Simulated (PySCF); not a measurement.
**[SnH3]+: umbrella curve**

Method: PySCF, PBE0, basis Sn def2-TZVP with ECP28, H def2-TZVP (scalar-relativistic core potentials, no spin–orbit coupling, density fitting).

Rigid scan from the singlet minimum (Sn–H 1.686 Å (×3); H–Sn–H 120.0° (×3)). Coordinate: angle between each bond and the threefold axis, bonds fixed. Energies in kJ/mol from the minimum.

```json
{"angle of the bonds to the threefold axis (°)": "55", "E (kJ/mol)": "259.6", "dipole size (D, about the centre of mass)": "1.58"}
{"angle of the bonds to the threefold axis (°)": "60", "E (kJ/mol)": "188.6", "dipole size (D, about the centre of mass)": "1.39"}
{"angle of the bonds to the threefold axis (°)": "65", "E (kJ/mol)": "130.1", "dipole size (D, about the centre of mass)": "1.18"}
{"angle of the bonds to the threefold axis (°)": "70", "E (kJ/mol)": "83.1", "dipole size (D, about the centre of mass)": "0.95"}
{"angle of the bonds to the threefold axis (°)": "75", "E (kJ/mol)": "46.7", "dipole size (D, about the centre of mass)": "0.72"}
{"angle of the bonds to the threefold axis (°)": "80", "E (kJ/mol)": "20.8", "dipole size (D, about the centre of mass)": "0.48"}
{"angle of the bonds to the threefold axis (°)": "85", "E (kJ/mol)": "5.2", "dipole size (D, about the centre of mass)": "0.24"}
{"angle of the bonds to the threefold axis (°)": "90", "E (kJ/mol)": "0.0", "dipole size (D, about the centre of mass)": "0.00"}
```

Other isomers or separated fragments may lie lower.
